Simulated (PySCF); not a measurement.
Si(Cl)(Me)(OH)(NH2) (CH₆ClNOSi), SMILES C[Si](N)(O)Cl. Coordinates come from a PBE-D3(BJ)/def2-SVP optimisation. This is a generated structure with no PubChem entry under its InChIKey; it may be hypothetical. The values are those of a single conformer.

Computed equilibrium geometry at PBE-D3(BJ)/def2-SVP (PySCF confirms it by a frequency run) as Cartesian coordinates in Å (one conformer of several):
```xyz
11

C      1.6993    -0.8661    -0.5135
Si     0.0727     0.0357    -0.3315
N     -1.0920    -0.6702    -1.4059
O      0.1519     1.6812    -0.6404
Cl    -0.4601    -0.0430     1.6924
H      1.6098    -1.9207    -0.1831
H      2.4706    -0.3799     0.1159
H      2.0483    -0.8553    -1.5660
H     -2.0684    -0.3713    -1.3225
H     -1.0552    -1.6843    -1.5439
H      0.0325     1.8801    -1.5862
```
